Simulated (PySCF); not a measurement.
# Correlation energy of As⁺ (arsenic, charge +1)

[Ar] 3d10 4s2 4p2, high-spin 3P determinant. Computed with PySCF 2.14 in jorge-DZP-DKH, with scalar relativity by spin-free X2C-1e. Frozen: [Ar] 3d10; 4 electrons correlated.

MP2 pair energies summed by pair of shells (mhartree):

```
 pair  energy  share (%)
4s-4p  -12.05       47.8
4s-4s  -11.86       47.0
4p-4p   -1.33        5.3
```

Total MP2 correlation energy: -25.24 mhartree.

Same-spin part -2.99 and opposite-spin part -22.25 mhartree; SCS-MP2 scales them by 1/3 and 6/5 to -27.70 mhartree.

```tsv
level	correlation energy (mhartree)
CCSD	-33.79
(T)	-0.21
CCSD(T)	-34.00
```

Diagnostics: T1 = 0.0034, D1 = 0.0075, largest double amplitude 0.099.

Cost of the coupled-cluster step: 0.51 s of wall time on 1 thread of Neoverse-N1 (shared host), for 4 correlated electrons.

Iterations:

```
CC2 = 0
CCSD nocc = (np.int64(3), np.int64(1)), nmo = (29, 29)
frozen orbitals [[0, 1, 2, 3, 4, 5, 6, 7, 8, 9, 10, 11, 12, 13], [0, 1, 2, 3, 4, 5, 6, 7, 8, 9, 10, 11, 12, 13]]
max_cycle = 100
direct = 0
conv_tol = 1e-08
conv_tol_normt = 1e-06
diis_space = 8
diis_start_cycle = 0
Init t2, MP2 energy = -0.0252423651034955
Init E_corr(UCCSD) = -0.0252423651044228
cycle = 1  E_corr(UCCSD) = -0.0311260012528204  dE = -0.00588363615  norm(t1,t2) = 0.0306998
cycle = 2  E_corr(UCCSD) = -0.0328337002151052  dE = -0.00170769896  norm(t1,t2) = 0.0116393
cycle = 3  E_corr(UCCSD) = -0.033807635671083  dE = -0.000973935456  norm(t1,t2) = 0.00481126
cycle = 4  E_corr(UCCSD) = -0.0337854935113105  dE = 2.21421598e-05  norm(t1,t2) = 0.000347797
cycle = 5  E_corr(UCCSD) = -0.033786800389115  dE = -1.3068778e-06  norm(t1,t2) = 2.67834e-05
cycle = 6  E_corr(UCCSD) = -0.0337863961681062  dE = 4.04221009e-07  norm(t1,t2) = 3.87732e-06
cycle = 7  E_corr(UCCSD) = -0.0337865107045219  dE = -1.14536416e-07  norm(t1,t2) = 1.0439e-06
cycle = 8  E_corr(UCCSD) = -0.0337864784598171  dE = 3.22447048e-08  norm(t1,t2) = 1.76742e-07
cycle = 9  E_corr(UCCSD) = -0.0337864823905326  dE = -3.93071552e-09  norm(t1,t2) = 3.51239e-08
UCCSD converged
E(UCCSD) = -2258.580928311859  E_corr = -0.03378648239053263
UCCSD(T) correction = -0.000209152012821494
```
